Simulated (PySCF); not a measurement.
## GeAs, PBE0: how much the basis matters

PySCF, UKS reference; doublet, unpaired electrons π ↑; De to Ge + As without counterpoise correction.

| basis | relativity | functions | Re (Å) | ωe (cm⁻¹) | De (eV) | μ (D) |
| --- | --- | --- | --- | --- | --- | --- |
| cc-pVDZ-PP | scalar-relativistic core potentials | 46 | 2.252 | 356 | 2.89 | -0.99 |
| cc-pVTZ-PP | scalar-relativistic core potentials | 78 | 2.243 | 357 | 2.98 | -1.01 |
| def2-TZVPPD | no relativity | 108 | 2.242 | 362 | 3.08 | -0.98 |

(1) How does each smaller set differ from the one with most functions, def2-TZVPPD?

A positive dipole means Ge(−)As(+). Spin–orbit coupling is left out. The state is the lowest determinant that a PBE0 search found; another state may lie lower at other levels.

## Answers

(1) cc-pVDZ-PP: +1.0 pm, -1.7 % in ωe, -0.19 eV in De; cc-pVTZ-PP: +0.1 pm, -1.4 % in ωe, -0.10 eV in De. All at PBE0; the set with most functions is neither the basis-set limit nor always the best. The rows treat relativity differently, so the differences are not basis effects alone.
